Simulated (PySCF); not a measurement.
Si(H)(SH)3 (H4S3Si), SMILES S[SiH](S)S. Geometry optimised at PBE0-D3(BJ)/def2-SVP. The values are those of a single conformer.

Computed equilibrium geometry at PBE0-D3(BJ)/def2-SVP (PySCF confirms it by a frequency run) as Cartesian coordinates in Å (one conformer of several):
```xyz
8

Si    -0.3800     0.3213     0.1843
S     -0.8358    -0.5968    -1.6918
S     -0.0455    -1.2988     1.5482
S      1.2819     1.6261    -0.1218
H     -1.4448     1.2190     0.7098
H     -1.6623    -1.5264    -1.1596
H     -0.0899    -0.5157     2.6502
H      2.1074     0.6383    -0.5350
```
Charge 0, spin multiplicity 1.
